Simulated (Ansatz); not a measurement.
`[CH3][Sc]([NH2])[OH]` and `[NH2][Sc]([OH])[Cl]` differ in one atom or group.

Ansatz, PBE0-D4/def2-TZVP geometries, multiplicity 1. Each molecule was computed in one conformer, which needn't be the lowest.

Scalar relativity is left out up to krypton.

```tsv
property	`[CH3][Sc]([NH2])[OH]`
HOMO energy (B3LYP/def2-TZVPP) / eV	-6.41
size of the dipole moment (B3LYP/def2-TZVPP) / D	1.40
HOMO energy (ωB97M-V/def2-TZVPP) / eV	-8.98
HOMO energy (PBE/def2-TZVPP) / eV	-5.32
LUMO energy (PBE/def2-TZVPP) / eV	-2.31
HOMO–LUMO gap (B3LYP/def2-TZVPP) / eV	4.64
```

Give the same properties after the change, and the shifts. (Estimate.)

The calculation gave: 
```json
{"property": "HOMO energy (B3LYP/def2-TZVPP) / eV", "`[NH2][Sc]([OH])[Cl]`": "-7.22", "shift": "-0.81"}
{"property": "size of the dipole moment (B3LYP/def2-TZVPP) / D", "`[NH2][Sc]([OH])[Cl]`": "2.84", "shift": "1.44"}
{"property": "HOMO energy (ωB97M-V/def2-TZVPP) / eV", "`[NH2][Sc]([OH])[Cl]`": "-9.82", "shift": "-0.84"}
{"property": "HOMO energy (PBE/def2-TZVPP) / eV", "`[NH2][Sc]([OH])[Cl]`": "-6.11", "shift": "-0.79"}
{"property": "LUMO energy (PBE/def2-TZVPP) / eV", "`[NH2][Sc]([OH])[Cl]`": "-2.73", "shift": "-0.42"}
{"property": "HOMO–LUMO gap (B3LYP/def2-TZVPP) / eV", "`[NH2][Sc]([OH])[Cl]`": "5.03", "shift": "0.39"}
```

With PBE0 the HOMO falls by 0.79 eV and the LUMO falls by 0.43 eV, so the gap widens by about 0.36 eV. PBE moves the HOMO by -0.79 eV and ωB97M-V by -0.84 eV. Dipoles are sizes alone; their direction can turn.

Positive LUMOs are unbound, so they and the gaps depend on the basis.

B3LYP here is the variant with VWN-RPA as its local correlation; programs differ in this.
